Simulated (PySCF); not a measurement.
Job file and geometry (Å, from GFN2-xTB) of an NMR shielding run on `CB(C)c1ccccc1`, C8H11B, PySCF, GIAO PBE0/pcSseg-1 NMR shielding, non-relativistic, gas phase; density fitting, a coarse starting grid and PySCF grid level 2 are the driver's defaults:

```
{"job": {"kind": "nmr", "xc": "PBE0", "basis": "pcSseg-1"}, "charge": 0, "multiplicity": 1}
C     -2.274662    -1.205237    -0.157075
B     -1.390601     0.102656    -0.093436
C     -2.077307     1.524979    -0.137867
C      0.166918    -0.011718     0.012597
C      0.813639    -1.253413     0.054217
C      2.188464    -1.358819     0.147508
C      2.970203    -0.216963     0.201894
C      2.362265     1.026670     0.161409
C      0.986691     1.122463     0.068853
H     -2.000414    -1.824006    -1.011104
H     -3.340901    -1.005352    -0.230750
H     -2.121057    -1.825975     0.725247
H     -1.839353     2.104480     0.753776
H     -3.160991     1.481184    -0.215556
H     -1.714621     2.110793    -0.982112
H      0.224505    -2.157566     0.011239
H      2.656021    -2.333178     0.176606
H      4.045621    -0.295538     0.272749
H      2.966075     1.922568     0.200947
H      0.534356     2.102651     0.037821
```

Problem. What does the program print?

Solution. 
```
coarse grid: 16600 points
cycle   1  E = -335.7566082691  dE =  1.243e+00  |g| = 5.146e-01  |ddm| = 4.153e+00
cycle   2  E = -335.7525688432  dE =  4.039e-03  |g| = 5.381e-01  |ddm| = 1.143e+00
cycle   3  E = -335.8299835826  dE = -7.741e-02  |g| = 5.792e-02  |ddm| = 5.783e-01
cycle   4  E = -335.8303845743  dE = -4.010e-04  |g| = 4.483e-02  |ddm| = 1.015e-01
cycle   5  E = -335.8309523678  dE = -5.678e-04  |g| = 4.519e-03  |ddm| = 4.698e-02
cycle   6  E = -335.8309565498  dE = -4.182e-06  |g| = 1.920e-03  |ddm| = 5.474e-03
final grid: 159968 points
cycle   7  E = -335.8819604126  dE = -6.568e-05  |g| = 9.635e-03  |ddm| = 6.373e-02
cycle   8  E = -335.8819575550  dE =  2.858e-06  |g| = 1.034e-02  |ddm| = 1.871e-02
cycle   9  E = -335.8819847906  dE = -2.724e-05  |g| = 8.558e-04  |ddm| = 9.221e-03
cycle  10  E = -335.8819849374  dE = -1.468e-07  |g| = 4.180e-04  |ddm| = 1.148e-03
cycle  11  E = -335.8819849850  dE = -4.752e-08  |g| = 9.744e-05  |ddm| = 5.030e-04
cycle  12  E = -335.8819849872  dE = -2.206e-09  |g| = 3.822e-05  |ddm| = 1.230e-04
cycle  13  E = -335.8819849875  dE = -3.618e-10  |g| = 2.869e-06  |ddm| = 3.542e-05
converged SCF energy = -335.8819849875

GIAO shielding tensors (ppm)
atom      isotropic    diamagn.    paramagn.     s11        s22        s33       span
  0 C      174.309     253.680     -79.371    159.631    177.283    186.012     26.381
  1 B       22.011     188.469    -166.458    -46.637     -2.791    115.461    162.098
  2 C      174.345     253.663     -79.318    159.684    177.308    186.043     26.359
  3 C       41.556     256.813    -215.257    -47.364    -24.887    196.918    244.282
  4 C       44.874     254.152    -209.278    -66.151     25.616    175.158    241.309
  5 C       53.973     253.703    -199.730    -58.121     43.234    176.808    234.928
  6 C       47.820     255.240    -207.420    -64.868     30.504    177.823    242.691
  7 C       53.976     253.709    -199.733    -58.127     43.242    176.814    234.941
  8 C       44.870     254.154    -209.284    -66.143     25.614    175.139    241.281
  9 H       30.319      31.538      -1.219     25.589     30.009     35.358      9.769
 10 H       30.395      30.283       0.112     26.004     29.819     35.361      9.357
 11 H       30.322      31.528      -1.205     25.595     30.005     35.366      9.772
 12 H       30.326      31.513      -1.187     25.608     29.992     35.378      9.770
 13 H       30.392      30.277       0.114     26.000     29.817     35.359      9.359
 14 H       30.317      31.537      -1.220     25.581     30.006     35.365      9.784
 15 H       23.446      34.622     -11.176     18.989     21.950     29.398     10.408
 16 H       24.001      30.542      -6.541     20.501     24.267     27.236      6.734
 17 H       23.921      29.377      -5.456     20.782     24.097     26.883      6.100
 18 H       24.001      30.543      -6.541     20.503     24.266     27.235      6.732
 19 H       23.449      34.624     -11.175     18.991     21.956     29.398     10.407
```

Size and cost of the density-fitted run: 208 basis functions, 34 s wall time on 1 thread of an x86-64 server CPU, shared host.
